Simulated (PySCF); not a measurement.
C₆H₁₄O₃, SMILES O(CCOCCOC)C at its GFN2-xTB optimised geometry (Å):

```
23

C     -3.7851     0.9918     0.0000
O     -3.1901    -0.2835     0.0000
C     -1.7837    -0.2835     0.0000
C     -1.1742     0.0992    -1.3622
O      0.2333     0.1137    -1.3589
C      0.8429    -1.1581    -1.3197
C      2.3210    -0.9820    -1.6532
O      2.9458    -2.2406    -1.5800
C      4.3211    -2.1840    -1.8615
H     -4.8476     0.8289     0.1709
H     -3.6521     1.5105    -0.9552
H     -3.3788     1.6171     0.8038
H     -1.3921     0.3968     0.7708
H     -1.5019    -1.3081     0.2553
H     -1.4611     1.1207    -1.6244
H     -1.5574    -0.5877    -2.1310
H      0.3801    -1.8325    -2.0532
H      0.7569    -1.6171    -0.3264
H      2.7726    -0.2791    -0.9375
H      2.4239    -0.5533    -2.6613
H      4.8476    -1.5388    -1.1473
H      4.6966    -3.2016    -1.7778
H      4.5051    -1.8077    -2.8755
```

Method: CAM-B3LYP/def2-SVP in PySCF.

Map of the HOMO amplitude (bohr^(-3/2)) on the plane z = 0.6 Å; orbital energy -8.32 eV, overall sign arbitrary:

```
|:::::::::::::::::::::::::::|
|:::::::::::::::::::::::::::|
|:::::::::::::::::::::::::::|
|:::::::::::::::::::::::::::|
|:::::::::::::::::::::::::::|
|:::::::::::::::::::::::::::|
|:::::::::::::::::::::::::::|
|:::::::::::::::::::::::::::|
|:::::::::::::::::::::::::::|
|:::::::.:::::::::::::::::::|
|:::::.  :::::::::::::::::::|
|::::.. .:::::::::::::::::::|
|:::::::--: .:::::::::::::::|
|:::::-+@+. .:::::::::::::::|
|:::::-*@+. .:::::::::::::::|
|:::::-=+-. .::---::::::::::|
|:::::----:..:----::::::::::|
|:::::::::::::----::::::::::|
|::::::::::::::---::::::::::|
|:::::::::::::::::::::::::::|
|:::::::::::::::::::::::::::|
|:::::::::::::::::::::::::::|
|:::::::::::::::::::::::::::|
|:::::::::::::::::::::::::::|
|:::::::::::::::::::::::::::|
|:::::::::::::::::::::::::::|
|:::::::::::::::::::::::::::|
```
Scale: ten equal steps from -0.070 (start of ' ') to 0.178 (end of '@'), in the order ' .:-=+*#%@'; x runs from -7.00 to 7.00, y from -7.00 (bottom) to 7.00 (top).
